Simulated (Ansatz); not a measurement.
Abridged output of a molecular run in Ansatz:

```
Functional definition: HF
1364 factors; integrals over basis functions are off by at most 1.1e-3 eV
mean field evaluation 1: about -61786.2273 eV, gradient 4.2e1 eV
mean field evaluation 2: about -61786.3823 eV, gradient 4.3e1 eV
mean field evaluation 4: about -61790.0423 eV, gradient 3.6e0 eV
mean field evaluation 8: about -61790.0905 eV, gradient 2.7e-1 eV
mean field -61790.09068710 eV, -2270.7439499232 hartree, gradient 2.6e-6 eV, S^2 0.000000; 0 other end points of the search recorded, 0 dependent functions left out
12 core orbitals not correlated: weight in the atoms' cores, before any rotation towards them, 1.000 or more for the frozen orbitals, at most 0.000 for the correlated occupied ones
reference -61790.09068710 eV, -2270.7439499232 hartree; 18, 18 occupied and 195, 195 virtual orbitals, 1364 factors
second order -24.48773330 eV of doubles, -0.00000000 eV of singles
cycle   1  -24.41657383 eV  change    7.1e-2 eV  update   1.1e-1
cycle   2  -25.04164064 eV  change   -6.3e-1 eV  update   3.1e-2
cycle   3  -25.16835053 eV  change   -1.3e-1 eV  update   1.6e-2
cycle   4  -25.15605694 eV  change    1.2e-2 eV  update   3.7e-3
cycle   5  -25.15397979 eV  change    2.1e-3 eV  update   1.7e-3
cycle   6  -25.15486098 eV  change   -8.8e-4 eV  update   5.9e-4
cycle   7  -25.15460234 eV  change    2.6e-4 eV  update   2.2e-4
cycle   8  -25.15452180 eV  change    8.1e-5 eV  update   8.0e-5
cycle   9  -25.15454381 eV  change   -2.2e-5 eV  update   2.8e-5
perturbative correction -0.86668229 eV, -0.0318499869 hartree
Total energy: -61816.11191321 eV, -2271.7002123447 hartree
```

Its atoms:

Z-matrix (Å, degrees):
```
C
N 1 1.450
H 1 1.097 2 113.8
H 1 1.094 2 110.4 3 122.0
H 1 1.093 2 109.6 3 -120.4
Ge 2 1.806 1 121.9 3 81.4
H 2 1.009 1 113.1 3 -63.2
F 6 1.754 2 111.6 1 -67.2
H 6 1.531 2 109.3 1 176.7
H 6 1.532 2 109.0 1 47.7
```

Question: Which basis set was used?
A. def2-TZVPP
B. def2-TZVPPD
C. def2-SVP
D. cc-pV(Q+d)Z

Answer: A. It gives 225 functions.

Question: Write the keys of the input that set method, charge and spin (a neutral closed shell needs none for the last two).

Answer: 
```yaml
correlation: {method: ccsd_t}
```
